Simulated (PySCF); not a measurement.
## Electron correlation in Ne+ (neon, charge +1)

[He] 2s1 2p5 3d1, one real determinant (an excited configuration). All numbers are calculated (PySCF 2.14, no relativity, point nucleus, in aug-cc-pVQZ (6s5p4d3f2g, 80 functions)). Frozen: 1s2; 7 electrons correlated.

```tsv
level	correlation energy (mhartree)
CCSD	-231.88
(T)	-4.90
CCSD(T)	-236.78
```

Diagnostics: T1 = 0.0041, D1 = 0.0108, largest double amplitude 0.048.

Task: Is a single reference adequate?

Result: Yes: T1 lies below 0.03 and no double amplitude reaches 0.07.

The reference is one real determinant that mixes LS terms of this configuration.
